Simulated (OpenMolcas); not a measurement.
# Co³⁺: effect of the basis set

```yaml
Program: OpenMolcas 26.06
Method: RASSCF
Active_space: 12 electrons in 8 orbitals (RAS1 3p, at most 2 holes; RAS2 3d)
State_averaging: 2S+1 = 5 even, 5 roots; 2S+1 = 3 even, 45 roots; 2S+1 = 1 even, 44 roots
Spin-orbit_coupling: RASSI with atomic mean-field integrals over the reference wave functions, term energies averaged over their components
```

A. ANO-RCC-VTZP [6s5p3d2f1g], DKH2, point nucleus; cost of the order of 30 core-seconds
B. ANO-R2 [7s5p4d2f1g], X2C, finite nucleus; cost roughly 27 core-seconds
C. ANO-RCC-VQZP [7s6p4d3f2g1h], DKH2, point nucleus; cost roughly 50 core-seconds

Energies in cm-1 above 3d6 5D4, the measured ground level; measured values from Sugar and Corliss, J. Phys. Chem. Ref. Data 10, 1097 (1981).

```csv
Level,A,B,C,Measured
3d6 5D4,0.0,0.0,0.0,0.0
3d6 5D3,659,621,620,639
3d6 5D2,1115,1053,1051,1078
3d6 5D1,1406,1329,1327,
3d6 5D0,1549,1465,1462,1494
3d6 3P2(1),24553,24910,24993,22883
3d6 3P1(1),26498,26754,26830,24729
3d6 3P0(1),27248,27478,27553,25449
3d6 3H6,27668,28060,28152,23680
3d6 3F4(1) [70 %],27831,28232,28325,
3d6 3H5,27972,28352,28444,24032
3d6 3H4 [73 %],28339,28694,28784,
3d6 3F3(1),28370,28726,28815,25736
3d6 3F2(1),28624,28965,29054,25969
3d6 3G5,32916,33332,33435,29022
3d6 3G4,33467,33850,33951,29592
3d6 3G3,33717,34094,34194,29868
3d6 1G4(1),39345,39841,39970,36683
3d6 3D1,40188,40655,40774,36382
3d6 3D2,40206,40678,40798,36348
3d6 3D3,40415,40874,40992,36554
3d6 1I6,41608,42176,42318,35943
3d6 1S0,41980,42477,42611,41442
3d6 1D2,47783,48360,48511,42342
```

Deviations, from unrounded energies. A percentage is the sum of absolute deviations over the sum of measured energies, with the sign that they share, or ± where signs differ.

```csv
Against measurement,Levels,A,B,C
mean absolute deviation (cm-1),20,2800,3100,3200
fine structure of the ground term (%),3,+3.5,-2.2,-2.4
other terms of the ground configuration (%),17,+10.6,+11.9,+12.3
```

A lies closest to measurement on these levels and C furthest from it. The largest miss of A in the table is 3d6 1I6, by +5700 cm-1. The ranking rests on the paired levels alone, and a cruder setting can come out closer through cancelling errors.

Among A to C the level of the table that moves most is 3d6 1D2, by 730 cm-1 (lowest in A, highest in C).

Without dynamic correlation excited terms often stand tens of per cent too high (terms of higher spin than the ground term too low), and those without a measured partner can miss by more than the paired ones. Active for correlation alone: 3p; no level in the range computed is led by a configuration that opens it, so any true level of that kind is missing. Computed and measured levels are paired by configuration, term and J; levels that our copy of the source lacks, or whose pairing is in doubt (as where it misses far off the trend of its configuration), stay unpaired and out of the deviations. Only configurations of the active space appear. The table leaves out levels that lie high or whose names do not pair safely across all columns.

A share in square brackets marks a mixed level and gives the weight of the term that names it, the lowest over the columns. A number in round brackets counts repeated terms of one configuration in the order of the reference energies.
